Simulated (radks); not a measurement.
In, configuration [Kr] 4d10 5s2 5p1 (the NIST ground configuration). Method: Dirac Kohn-Sham, PBEsol, spin-unpolarised, spherical densities, finite nucleus; open shells fill j = l - 1/2 first; Fermi nuclear charge, rms radius 4.6156 fm; computed with a radial shooting solver on a logarithmic mesh with Libxc functionals.

Normalised radial functions P(r) = r R(r) (large component), r in bohr:

r           4p3/2    4d3/2
0.002171   0.0028   0.0000
0.002528   0.0038   0.0000
0.002919   0.0049   0.0001
0.003399   0.0066   0.0001
0.003957   0.0088   0.0001
0.004606   0.0116   0.0002
0.005319   0.0152   0.0002
0.006193   0.0200   0.0004
0.007209   0.0263   0.0005
0.008393   0.0345   0.0008
0.009693   0.0443   0.0012
0.01128    0.0575   0.0018
0.01314    0.0740   0.0027
0.01529    0.0946   0.0040
0.01766    0.1183   0.0059
0.02056    0.1484   0.0087
0.02394    0.1837   0.0128
0.02786    0.2242   0.0187
0.03244    0.2687   0.0272
0.03746    0.3129   0.0384
0.04361    0.3583   0.0545
0.05077    0.3976   0.0765
0.05911    0.4239   0.1057
0.06826    0.4290   0.1411
0.07947    0.4048   0.1875
0.09251    0.3414   0.2432
0.1077     0.2333   0.3065
0.1244     0.0897   0.3700
0.1448    -0.0965   0.4346
0.1686    -0.2984   0.4870
0.1962    -0.4844   0.5151
0.2266    -0.6103   0.5068
0.2638    -0.6519   0.4491
0.3072    -0.5704   0.3331
0.3576    -0.3574   0.1583
0.413     -0.0527  -0.0527
0.4808     0.3300  -0.3032
0.5597     0.7064  -0.5532
0.6516     1.0035  -0.7693
0.7585     1.1657  -0.9213
0.876      1.1767  -0.9892
1.02       1.0571  -0.9787
1.187      0.8510  -0.8975
1.382      0.6166  -0.7685
1.596      0.4120  -0.6253
1.858      0.2417  -0.4731
2.163      0.1259  -0.3360
2.518      0.0576  -0.2232
2.908      0.0239  -0.1415
3.386      0.0081  -0.0807
3.942      0.0022  -0.0418
4.589      0.0005  -0.0193
5.3        0.0001  -0.0083
6.169      0.0000  -0.0029
7.182      0.0000  -0.0009
8.361      0.0000  -0.0002
9.656      0.0000  0.0000
11.24      0.0000  0.0000
13.09      0.0000  0.0000

4p3/2: eigenvalue -75.743 eV, 2 radial nodes at r = 0.134, 0.422 bohr, <r> = 0.932 bohr, 90 % of the charge inside 1.38 bohr. 4d3/2: eigenvalue -18.936 eV, 1 radial node at r = 0.399 bohr, <r> = 1.17 bohr, 90 % of the charge inside 1.85 bohr.
